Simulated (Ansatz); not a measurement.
Species: B$_{2}$O$_{2}$, SMILES `O1B2OB12` (charge 0, multiplicity 1).

**Question.** Give a relaxed geometry from B3LYP-D3(BJ)/def2-TZVP (Ansatz, an electronic-structure program).

**Answer.** the end point of this relaxation (outside a Z-matrix the atoms follow the SMILES, hydrogens last).
Cartesian coordinates (Å) in one orientation:
```xyz
4

O      1.088     0.039     0.018
B     -0.004    -0.806    -0.140
O     -1.088    -0.039     0.270
B      0.004     0.806     0.428
```
